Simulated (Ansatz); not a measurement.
Steps of a relaxation of `C[S][AlH][CH2]F` with RKS PBE0-D4/def2-TZVP.

```sh
$ ansatz run in.yaml --threads 4 --pin off --events-out ev --progress --plain --max-ram 10444MiB
```

```yaml
crystal:
  periodic: [false, false, false]
  atoms:
    - {symbol: C, position_ang: [-1.653095, -0.950813, 0.652072]}
    - {symbol: S, position_ang: [-0.554644, -0.189931, 1.929965]}
    - {symbol: Al, position_ang: [1.095651, 0.673347, 0.786079]}
    - {symbol: C, position_ang: [1.169310, 0.610409, -1.215168]}
    - {symbol: F, position_ang: [-0.079675, 0.399418, -1.826313]}
    - {symbol: H, position_ang: [-2.681040, -0.578005, 0.820805]}
    - {symbol: H, position_ang: [-1.331493, -0.694013, -0.372761]}
    - {symbol: H, position_ang: [-1.640761, -2.048886, 0.787919]}
    - {symbol: H, position_ang: [2.275592, 1.339575, 1.629965]}
    - {symbol: H, position_ang: [1.591971, 1.566520, -1.608298]}
    - {symbol: H, position_ang: [1.873383, -0.184521, -1.563564]}
basis:
  gaussian: {orbitals: def2-TZVP}
hamiltonian: {xc: pbe0, dispersion: d4}
relax: {f_tol: 0.005, max_steps: 150}
```

Positions (Å) and forces (eV/Å) along the path, 13 of 18 steps:

```xyz
11
step=1 energy=-22312.1459 eV
C    -1.653   -0.951    0.652   -0.121   -0.078   -0.080
S    -0.555   -0.190    1.930   -0.040   -0.066   -0.476
Al    1.096    0.673    0.786   -0.172   -0.106    0.059
C     1.169    0.610   -1.215    0.484    0.121   -0.155
F    -0.080    0.399   -1.826    0.396    0.060    0.083
H    -2.681   -0.578    0.821    0.539   -0.171   -0.077
H    -1.331   -0.694   -0.373   -0.188   -0.146    0.569
H    -1.641   -2.049    0.788    0.017    0.572   -0.060
H     2.276    1.340    1.630   -0.121   -0.071   -0.138
H     1.592    1.567   -1.608   -0.323   -0.491    0.144
H     1.873   -0.185   -1.564   -0.471    0.375    0.131
11
step=2 energy=-22312.1881 eV
C    -1.666   -0.956    0.663    0.025    0.026    0.066
S    -0.559   -0.194    1.916   -0.060   -0.053   -0.203
Al    1.078    0.659    0.777   -0.019   -0.015   -0.047
C     1.192    0.622   -1.213    0.148    0.028   -0.075
F    -0.038    0.404   -1.847    0.027   -0.009    0.002
H    -2.679   -0.584    0.843    0.151   -0.053   -0.029
H    -1.361   -0.706   -0.354   -0.052   -0.042    0.143
H    -1.648   -2.040    0.803   -0.001    0.161   -0.027
H     2.259    1.325    1.596   -0.018   -0.013    0.007
H     1.597    1.573   -1.600   -0.082   -0.148    0.094
H     1.888   -0.161   -1.562   -0.118    0.118    0.069
11
step=3 energy=-22312.1930 eV
C    -1.666   -0.950    0.664    0.055    0.046    0.061
S    -0.553   -0.195    1.901   -0.042   -0.024   -0.019
Al    1.082    0.654    0.770   -0.005   -0.010   -0.016
C     1.193    0.619   -1.213   -0.006    0.001    0.003
F    -0.029    0.373   -1.853    0.017   -0.005    0.010
H    -2.672   -0.579    0.851   -0.027    0.004    0.002
H    -1.372   -0.702   -0.352    0.001    0.000   -0.023
H    -1.649   -2.029    0.801   -0.006   -0.028   -0.003
H     2.256    1.315    1.600    0.007    0.002    0.000
H     1.572    1.578   -1.589    0.001    0.013   -0.013
H     1.905   -0.142   -1.559    0.006    0.002   -0.002
11
step=4 energy=-22312.1939 eV
C    -1.672   -0.947    0.668    0.017    0.018    0.019
S    -0.553   -0.200    1.900   -0.002    0.000    0.003
Al    1.082    0.648    0.767    0.004   -0.003   -0.003
C     1.199    0.621   -1.216   -0.021    0.000    0.001
F    -0.016    0.347   -1.857    0.013   -0.006    0.001
H    -2.677   -0.575    0.860   -0.017    0.001    0.001
H    -1.383   -0.698   -0.349   -0.001   -0.002   -0.015
H    -1.657   -2.027    0.801   -0.006   -0.017   -0.004
H     2.257    1.308    1.598    0.004   -0.001    0.003
H     1.555    1.589   -1.590    0.000    0.007   -0.005
H     1.929   -0.123   -1.561    0.008    0.002   -0.002
11
step=5 energy=-22312.1938 eV rejected
C    -1.694   -0.936    0.679   -0.062   -0.035   -0.072
S    -0.547   -0.214    1.895    0.041    0.024    0.033
Al    1.092    0.627    0.759    0.000   -0.003    0.000
C     1.218    0.625   -1.223   -0.022   -0.010   -0.143
F     0.034    0.232   -1.872    0.198    0.060    0.076
H    -2.693   -0.557    0.892    0.021    0.000    0.007
H    -1.424   -0.683   -0.343    0.010    0.003    0.016
H    -1.692   -2.019    0.798    0.007    0.019    0.008
H     2.268    1.280    1.594   -0.003   -0.005    0.000
H     1.479    1.631   -1.591   -0.052   -0.163    0.036
H     2.024   -0.044   -1.568   -0.138    0.110    0.038
11
step=8 energy=-22312.1961 eV
C    -1.692   -0.931    0.677   -0.029   -0.017   -0.029
S    -0.546   -0.216    1.899    0.019    0.008    0.016
Al    1.093    0.621    0.761    0.007    0.006    0.005
C     1.212    0.624   -1.221   -0.007   -0.010   -0.039
F     0.045    0.203   -1.872    0.039    0.010    0.011
H    -2.689   -0.543    0.884    0.000    0.005    0.006
H    -1.414   -0.681   -0.344    0.006    0.003    0.000
H    -1.699   -2.013    0.799    0.003    0.000    0.004
H     2.274    1.268    1.593    0.000   -0.002   -0.002
H     1.447    1.632   -1.588   -0.010   -0.030    0.012
H     2.033   -0.020   -1.566   -0.029    0.026    0.014
11
step=10 energy=-22312.1969 eV
C    -1.701   -0.921    0.678    0.012    0.009    0.031
S    -0.532   -0.243    1.905   -0.006   -0.007   -0.026
Al    1.098    0.601    0.759   -0.001    0.008    0.002
C     1.211    0.624   -1.223    0.014   -0.003   -0.023
F     0.090    0.108   -1.885    0.045    0.020    0.018
H    -2.684   -0.499    0.885    0.008   -0.009   -0.010
H    -1.408   -0.681   -0.341   -0.009   -0.006   -0.001
H    -1.741   -2.002    0.803   -0.006    0.009   -0.007
H     2.284    1.247    1.585    0.004   -0.002    0.001
H     1.362    1.652   -1.582   -0.014   -0.048    0.007
H     2.088    0.056   -1.564   -0.047    0.028    0.006
11
step=11 energy=-22312.1970 eV
C    -1.704   -0.920    0.677    0.021    0.017    0.018
S    -0.528   -0.247    1.901   -0.017   -0.011   -0.005
Al    1.103    0.602    0.761   -0.008   -0.012   -0.016
C     1.211    0.625   -1.221    0.020    0.010   -0.016
F     0.097    0.092   -1.881    0.023    0.010    0.014
H    -2.684   -0.491    0.882    0.004   -0.004   -0.003
H    -1.410   -0.686   -0.343   -0.003   -0.004    0.000
H    -1.752   -2.001    0.805   -0.001    0.005   -0.001
H     2.291    1.244    1.586   -0.004    0.000    0.003
H     1.346    1.654   -1.582   -0.007   -0.029    0.001
H     2.095    0.070   -1.564   -0.029    0.016    0.005
11
step=13 energy=-22312.1973 eV
C    -1.705   -0.917    0.678    0.000    0.002    0.005
S    -0.523   -0.257    1.902   -0.001   -0.003   -0.003
Al    1.105    0.593    0.760    0.000    0.003    0.001
C     1.211    0.627   -1.222   -0.003    0.001   -0.008
F     0.113    0.062   -1.881    0.007    0.003    0.004
H    -2.678   -0.469    0.875    0.003   -0.002   -0.003
H    -1.403   -0.697   -0.342   -0.002   -0.002    0.001
H    -1.773   -1.995    0.814   -0.001    0.003   -0.001
H     2.292    1.235    1.588    0.001   -0.001    0.000
H     1.315    1.660   -1.582   -0.001   -0.006    0.003
H     2.110    0.099   -1.568   -0.004    0.002    0.001
11
step=14 energy=-22312.1973 eV
C    -1.705   -0.916    0.678   -0.007   -0.003   -0.003
S    -0.519   -0.264    1.902    0.002   -0.001    0.001
Al    1.107    0.590    0.759    0.000    0.003    0.003
C     1.211    0.629   -1.223   -0.003   -0.001   -0.009
F     0.122    0.046   -1.881    0.008    0.004    0.003
H    -2.674   -0.455    0.869    0.005   -0.002   -0.002
H    -1.397   -0.707   -0.343   -0.001   -0.001    0.003
H    -1.788   -1.992    0.821    0.001    0.006    0.000
H     2.294    1.230    1.588    0.001    0.000   -0.001
H     1.297    1.664   -1.581   -0.001   -0.007    0.002
H     2.118    0.117   -1.569   -0.006    0.003    0.001
11
step=15 energy=-22312.1973 eV
C    -1.705   -0.916    0.678   -0.007   -0.004   -0.005
S    -0.518   -0.267    1.901    0.003   -0.001    0.003
Al    1.108    0.589    0.759    0.000    0.002    0.002
C     1.210    0.630   -1.223   -0.003   -0.001   -0.006
F     0.124    0.042   -1.881    0.005    0.003    0.002
H    -2.671   -0.448    0.865    0.004   -0.001   -0.001
H    -1.394   -0.713   -0.343   -0.001    0.000    0.003
H    -1.794   -1.991    0.825    0.001    0.005    0.001
H     2.295    1.228    1.588    0.000    0.000   -0.001
H     1.291    1.665   -1.580    0.000   -0.003    0.002
H     2.120    0.123   -1.570   -0.002    0.001    0.001
11
step=17 energy=-22312.1973 eV
C    -1.704   -0.917    0.678   -0.004   -0.002   -0.004
S    -0.514   -0.275    1.902    0.001    0.000    0.000
Al    1.109    0.587    0.760    0.001   -0.002    0.000
C     1.208    0.633   -1.223    0.000    0.000    0.004
F     0.126    0.039   -1.881   -0.003   -0.001   -0.001
H    -2.663   -0.430    0.850    0.004   -0.002   -0.001
H    -1.381   -0.734   -0.343   -0.001   -0.001    0.004
H    -1.813   -1.989    0.839    0.001    0.004    0.000
H     2.297    1.226    1.588   -0.001    0.001    0.000
H     1.280    1.670   -1.578    0.001    0.002   -0.001
H     2.121    0.134   -1.572    0.001   -0.001    0.000
11
step=18 energy=-22312.1973 eV
C    -1.704   -0.918    0.678    0.000    0.000   -0.002
S    -0.512   -0.277    1.902   -0.001   -0.001    0.001
Al    1.109    0.587    0.760   -0.003    0.001   -0.004
C     1.207    0.635   -1.222    0.004    0.000    0.004
F     0.125    0.042   -1.881   -0.003   -0.001   -0.001
H    -2.661   -0.425    0.845    0.004   -0.002   -0.001
H    -1.377   -0.742   -0.343   -0.002   -0.001    0.004
H    -1.819   -1.989    0.844    0.000    0.004   -0.001
H     2.297    1.227    1.587    0.000   -0.001    0.001
H     1.281    1.671   -1.577    0.000    0.001   -0.001
H     2.120    0.134   -1.572    0.001    0.000   -0.001
```

Hardware: 4 threads of an Arm Neoverse V2 on a shared host. Wall time 59 s, peak host memory 0.56 GiB.
